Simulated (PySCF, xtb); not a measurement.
H4N, SMILES [NH4+], charge +1.

GFN2-xTB (xtb) at its own geometry gives an orbital gap of 14.58 eV.

Geometry optimised at r2SCAN-D4/def2-TZVPD. The isomer is the one that the SMILES or the coordinates give; other isomers of the formula were not compared.

### Question
What does HF/def2-TZVPD run with PySCF give? (Estimate from the structure and the level; the computed values follow.)

### Answer
gap 23.44 eV (levels -27.19 and -3.75 eV).
